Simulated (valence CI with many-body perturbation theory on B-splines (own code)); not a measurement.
E1 line list for Cr11+

Computed by relativistic CI+MBPT: three valence electrons over a frozen Dirac-Fock core [Ne], a basis of 11 s, 11 p, 9 d, 7 f, 5 g, 2 h, 1 i functions for each j, with the one-electron correlation potential Σ1 (screened to all orders), the two-electron term Σ2, the three-electron term Σ3, Breit, model QED; selected single and double excitations, second order for the rest, scaled by the run's own slope (own B-spline code, finite nucleus).

No measured spectrum was set against this ion. As an estimate, levels of excited configurations hold to 0.05 to 0.15 % of their energy, terms of the ground configuration to about 0.5 %.

Lines 201 to 250 of 262 in falling wavelength, among levels below 966420 cm⁻¹, chosen from the strongest by gf and those to the six lowest levels. Wavelengths and rates use the calculated energies, so an error of 200 cm⁻¹ moves a line at 24.20 nm by 0.048 % and its rate by three times that or more. Electric multipoles are in the length gauge, E1 and E2 with the static RPA response of the core. Weak lines are less certain than strong ones. Lines between different terms over intervals too small for the method are left out, as are lines whose strength nearly cancels. Where a level lies close to another of its J and parity, the split of strength between their lines is uncertain. The highest levels of a list are the least certain.

Names give the largest LS component (configuration and term), which can be under half, so a name can repeat, a term be missing and a line seem to break the LS rules; names also repeat where a configuration has a term twice. Letters in brackets count levels of one name in rising energy.

```tsv
λ vac (nm)	Upper	Lower	A (s⁻¹)	S (a.u.) with core polarisation	S without
24.20	3s 3p 3d 2D°_3/2 [a]	3s 3p2 4P_5/2	1.57e+06	4.39e-05	4.49e-05
24.18	3s 3p 3d 2D°_5/2 [a]	3s 3p2 4P_5/2	1.17e+07	4.90e-04	4.99e-04
24.13	3s 3p 3d 2D°_3/2 [b]	3s 3p2 2S_1/2	4.40e+09	1.22e-01	1.26e-01
23.83	3s 3p 3d 2D°_3/2 [a]	3s 3p2 4P_3/2	6.70e+07	1.79e-03	1.86e-03
23.81	3s 3p 3d 2D°_5/2 [a]	3s 3p2 4P_3/2	3.90e+08	1.56e-02	1.62e-02
23.56	3s 3p 3d 2D°_3/2 [a]	3s 3p2 4P_1/2	2.61e+08	6.74e-03	6.99e-03
22.74	3s 3p 3d 2F°_5/2 [a]	3s 3p2 4P_5/2	1.83e+07	6.36e-04	6.60e-04
22.55	3s 3p 3d 2P°_3/2 [a]	3s 3p2 2D_3/2	6.40e+06	1.45e-04	1.55e-04
22.41	3s 3p 3d 2F°_5/2 [a]	3s 3p2 4P_3/2	3.61e+07	1.20e-03	1.25e-03
22.30	3s 3p 3d 2P°_1/2 [a]	3s 3p2 2D_3/2	1.23e+08	1.35e-03	1.43e-03
22.25	3s 3p 3d 2F°_7/2 [b]	3s 3p2 2D_5/2	2.59e+10	1.13e+00	1.16e+00
22.24	3s 3p 3d 2F°_7/2 [a]	3s 3p2 4P_5/2	2.20e+08	9.57e-03	9.93e-03
22.08	3s 3p 3d 2F°_5/2 [b]	3s 3p2 2D_3/2	2.45e+10	7.82e-01	8.08e-01
21.97	3p2 3d 2F_5/2 [b]	3p3 2D°_3/2	3.08e+10	9.66e-01	9.98e-01
21.91	3p2 3d 2F_7/2 [b]	3p3 2D°_5/2	3.29e+10	1.37e+00	1.41e+00
21.26	3s 3p 3d 2P°_1/2 [b]	3s 3p2 2D_3/2	8.62e+07	8.17e-04	8.54e-04
21.21	3s 3p 3d 2P°_3/2 [b]	3s 3p2 2D_3/2	1.50e+06	2.83e-05	3.03e-05
21.10	3s 3p 3d 2D°_3/2 [b]	3s 3p2 2D_3/2	2.11e+08	3.91e-03	4.05e-03
20.21	3s 3p 3d 2P°_3/2 [a]	3s 3p2 4P_5/2	3.15e+06	5.13e-05	5.27e-05
19.96	3s 3p 3d 2P°_3/2 [a]	3s 3p2 4P_3/2	6.24e+06	9.78e-05	1.02e-04
19.93	3s 3p 3d 2F°_7/2 [b]	3s 3p2 4P_5/2	1.73e+08	5.41e-03	5.59e-03
19.84	3s 3p 3d 2F°_5/2 [b]	3s 3p2 4P_5/2	7.97e+06	1.84e-04	1.90e-04
19.77	3s 3p 3d 2P°_3/2 [a]	3s 3p2 4P_1/2	1.59e+08	2.42e-03	2.51e-03
19.76	3s 3p 3d 2P°_1/2 [a]	3s 3p2 4P_3/2	8.01e+06	6.11e-05	6.32e-05
19.59	3s 3p 3d 2F°_5/2 [b]	3s 3p2 4P_3/2	1.60e+07	3.56e-04	3.68e-04
19.58	3s 3p 3d 2P°_1/2 [a]	3s 3p2 4P_1/2	7.73e+07	5.73e-04	5.95e-04
19.14	3s 3p 3d 2P°_3/2 [b]	3s 3p2 4P_5/2	1.44e+06	1.99e-05	2.08e-05
19.04	3s 3p 3d 2D°_3/2 [b]	3s 3p2 4P_5/2	5.69e+06	7.76e-05	8.06e-05
19.01	3s 3p 3d 2D°_5/2 [b]	3s 3p2 4P_5/2	1.82e+07	3.69e-04	3.84e-04
18.94	3s 3p 3d 2P°_1/2 [b]	3s 3p2 4P_3/2	2.19e+05	1.47e-06	1.53e-06
18.90	3s 3p 3d 2P°_3/2 [b]	3s 3p2 4P_3/2	7.18e+06	9.57e-05	9.94e-05
18.81	3s 3p 3d 2D°_3/2 [b]	3s 3p2 4P_3/2	5.81e+06	7.64e-05	7.94e-05
18.78	3s 3p 3d 2D°_5/2 [b]	3s 3p2 4P_3/2	1.43e+07	2.81e-04	2.92e-04
18.73	3s 3p 3d 2P°_3/2 [b]	3s 3p2 4P_1/2	3.09e+05	4.01e-06	4.12e-06
18.65	3s 3p 3d 2D°_3/2 [b]	3s 3p2 4P_1/2	1.27e+06	1.63e-05	1.68e-05
12.19	3p2 3d 4F_3/2	3s2 3p 2P°_3/2	2.08e+05	7.43e-07	7.71e-07
12.15	3p2 3d 4F_5/2	3s2 3p 2P°_3/2	2.30e+05	1.22e-06	1.28e-06
12.01	3p2 3d 4F_3/2	3s2 3p 2P°_1/2	2.86e+05	9.78e-07	1.04e-06
11.98	3p2 3d 2P_3/2 [a]	3s2 3p 2P°_3/2	1.00e+07	3.41e-05	3.47e-05
11.93	3p2 3d 4D_1/2	3s2 3p 2P°_3/2	1.41e+06	2.37e-06	2.43e-06
11.86	3p2 3d 4D_3/2	3s2 3p 2P°_3/2	2.28e+06	7.50e-06	7.62e-06
11.81	3p2 3d 2P_3/2 [a]	3s2 3p 2P°_1/2	1.37e+06	4.44e-06	4.48e-06
11.80	3p2 3d 2P_1/2 [a]	3s2 3p 2P°_3/2	3.34e+06	5.42e-06	5.56e-06
11.76	3p2 3d 4D_1/2	3s2 3p 2P°_1/2	3.46e+06	5.55e-06	5.65e-06
11.63	3p2 3d 2P_1/2 [a]	3s2 3p 2P°_1/2	9.01e+06	1.40e-05	1.42e-05
11.38	3p2 3d 2D_5/2 [a]	3s2 3p 2P°_3/2	2.63e+07	1.15e-04	1.17e-04
11.35	3p2 3d 2D_3/2 [a]	3s2 3p 2P°_3/2	7.14e+06	2.06e-05	2.10e-05
11.28	3p2 3d 4P_5/2	3s2 3p 2P°_3/2	1.84e+07	7.81e-05	7.96e-05
11.27	3p2 3d 4P_3/2	3s2 3p 2P°_3/2	6.68e+05	1.89e-06	1.93e-06
11.27	3p2 3d 4P_1/2	3s2 3p 2P°_3/2	1.85e+06	2.62e-06	2.61e-06
```
